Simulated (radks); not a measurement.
Q: The table gives one normalised radial function P(r) = r R(r) of Er33+ in [Ar] 3d10 4s2 4p5 (r in bohr). Method: non-relativistic Kohn-Sham, LDA (Slater exchange, Perdew-Wang correlation), spin-unpolarised, spherical densities, point nucleus; relativity is left out, which matters for an element this heavy; computed with a radial shooting solver on a logarithmic mesh with Libxc functionals.

r              P
0.002183   0.6885
0.002461   0.7612
0.002775   0.8393
0.003154   0.9284
0.003556   1.0168
0.004009   1.1093
0.004521   1.2047
0.005097   1.3015
0.005747   1.3975
0.006479   1.4900
0.007306   1.5755
0.008303   1.6542
0.009362   1.7108
0.01056    1.7445
0.0119     1.7483
0.01342    1.7145
0.01513    1.6352
0.01706    1.5023
0.01923    1.3082
0.02186    1.0275
0.02465    0.6916
0.02779    0.2863
0.03133   -0.1825
0.03533   -0.7025
0.03983   -1.2543
0.04491   -1.8111
0.05063   -2.3399
0.05755   -2.8313
0.06489   -3.1843
0.07316   -3.3997
0.08249   -3.4550
0.093     -3.3434
0.1049    -3.0765
0.1182    -2.6848
0.1333    -2.2138
0.1515    -1.6841
0.1708    -1.2158
0.1926    -0.8152
0.2172    -0.5038
0.2448    -0.2844
0.2761    -0.1453
0.3113    -0.0663
0.3509    -0.0267
0.3989    -0.0087
0.4497    -0.0026
0.5071    -0.0006
0.5717    -0.0001
0.6446    0.0000
0.7268    0.0000
0.8195    0.0000
0.9239    0.0000
1.05      0.0000
1.184     0.0000
1.335     0.0000
1.505     0.0000

Which n and l does it have? It may be an empty orbital.

A: n = 2, l = 0: the number of nodes gives n - l - 1 = 1, the rise at small r (about r^(l+1)) gives l, and the extent must fit the shell. The curve is that of 2s. 2s: eigenvalue -9919.1 eV, 1 radial node at r = 0.0300 bohr, <r> = 0.0946 bohr, 90 % of the charge inside 0.145 bohr.
